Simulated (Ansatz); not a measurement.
`OC1=C[SiH]1S` + H₂ → `S[SiH]1C=C1` + H₂O  (hydrogenolysis of a C–O bond)

Computed with Ansatz on PBE0-D4/def2-TZVP structures; ΔE is electronic, products minus reactants. CCSD(T)/CBS adds triple-zeta CCSD(T) − MP2 to the extrapolated MP2 energy (def2 sets, frozen cores). This one scheme is used for every species. Functionals use def2-TZVPP. B3LYP here is the variant with VWN-RPA as its local correlation; programs differ in this. One conformer a species, not always the lowest.

```json
{"level": "PBE-D4", "ΔE (kcal/mol)": "-11.7"}
{"level": "PBE0-D4", "ΔE (kcal/mol)": "-14.1"}
{"level": "B3LYP-D4", "ΔE (kcal/mol)": "-14.3"}
{"level": "ωB97X-V", "ΔE (kcal/mol)": "-14.9"}
{"level": "PBE", "ΔE (kcal/mol)": "-12.4"}
{"level": "MP2/def2-TZVPP", "ΔE (kcal/mol)": "-16.4"}
{"level": "SCS-MP2/def2-TZVPP", "ΔE (kcal/mol)": "-16.9"}
{"level": "CCSD(T)/def2-TZVPP", "ΔE (kcal/mol)": "-16.7"}
```

Task: What does CCSD(T)/CBS give? (An estimate is asked.)

Result: The calculation gave: -17.9 kcal/mol. The listed levels differ from it by 6.2, 3.8, 3.6, 3.0, 5.5, 1.5, 1.0, 1.2 kcal/mol.

Largest T1 diagnostic among the species: 0.013.

The D4 term adds +1.1 kcal/mol with B3LYP and +0.6 kcal/mol with PBE0; it sums over pairs of atoms, weighted by their polarisabilities, and B3LYP, whose exchange is more repulsive, gets the larger term. From PBE to PBE0 (25 % exact exchange), in def2-TZVPP and without D4, ΔE moves by −2.3 kcal/mol.
